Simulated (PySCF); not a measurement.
A geometry optimisation on `S=C=C/C=C/I`.

Computed with PBE0-D3(BJ)/def2-SVP geometry optimisation, gas phase, def2 core potentials past Kr (PySCF 2.14.0). Start geometry: GFN2-xTB. The input is one job of a driver script: a line of settings, then coordinates in Å.

Input:
```
{"job": {"xc": "PBE0", "basis": "def2-SVP", "d3": "d3bj", "grid": 1, "maxiter": 30, "shake": 0.01, "kind": "geom"}, "charge": 0, "multiplicity": 1}
S      3.439160    -0.728520    -0.704600
C      2.047030    -0.215520    -0.164660
C      0.878020     0.197800     0.288650
C     -0.342840    -0.179890    -0.259750
C     -1.533030     0.250560     0.229860
I     -3.392260    -0.292250    -0.565420
H      0.903400     0.867270     1.148880
H     -0.339170    -0.845210    -1.109280
H     -1.602500     0.928620     1.102580
```

Problem. What does the run print?

Solution. 
```
step   0  E = -849.50595819  max force = 0.054879
step   1  E = -849.50900211  max force = 0.006106
step   2  E = -849.50941842  max force = 0.005258
step   3  E = -849.50970323  max force = 0.002344
step   4  E = -849.50971655  max force = 0.004069
step   5  E = -849.50977437  max force = 0.001495
step   6  E = -849.50978094  max force = 0.000706
step   7  E = -849.50978395  max force = 0.000285
optimisation converged
```

Energies in Eh; «max force» is the largest Cartesian gradient component in Eh/bohr.

Problem. How much energy does the optimisation release, in eV?

Solution. E(step 0) − E(last step) = 0.003826 Eh, which is 0.104 eV.

Problem. Give the first gradient maximum in eV/Å.

Solution. With 1 Eh/bohr = 51.422 eV/Å, 2.822 eV/Å.

In short: final energy -849.50978 Eh after 7 steps; dipole 1.13 D.

Time: 50 s wall; peak memory 0.50 GiB. Hardware: one thread, Arm Neoverse V1 (aarch64), on a shared host.
Labels such as C1 count atoms from 1, the log's own numbers from 0.
